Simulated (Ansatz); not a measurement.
`O=C[SeH]`. Total charge 0; spin multiplicity 1. The structure was optimised at the PBE0-D4/def2-TZVP level. It is one conformer, not always the lowest.

```xyz
5

O     0.895    0.398    1.485
C     0.296    0.343    0.459
Se   -0.301   -1.316   -0.320
H     0.025    1.227   -0.146
H    -0.915   -0.653   -1.478
```

Task: What is the dipole moment at ωB97M-V/def2-TZVPP? (Best estimate.)

Result: The calculation gave: 2.61 D, with components (-1.26, 0.46, -2.24) D in this frame, pointing from negative to positive charge.

Task: And with PBE, r2SCAN, B3LYP? (Estimate.)

Result: Computed: PBE 2.45 D, r2SCAN 2.57 D, B3LYP 2.60 D.

Task: Give the Mulliken charges with ωB97M-V, PBE, B3LYP in def2-TZVPP. (An estimate is asked.)

Result: The calculation gave: 
| atom | ωB97M-V | PBE | B3LYP |
| --- | --- | --- | --- |
| O1 | -0.24 | -0.19 | -0.23 |
| C2 | 0.08 | 0.05 | 0.07 |
| Se3 | 0.00 | 0.02 | 0.03 |
| H4 | 0.10 | 0.07 | 0.09 |
| H5 | 0.06 | 0.05 | 0.04 |

B3LYP here is the variant with VWN-RPA as its local correlation; programs differ in this.
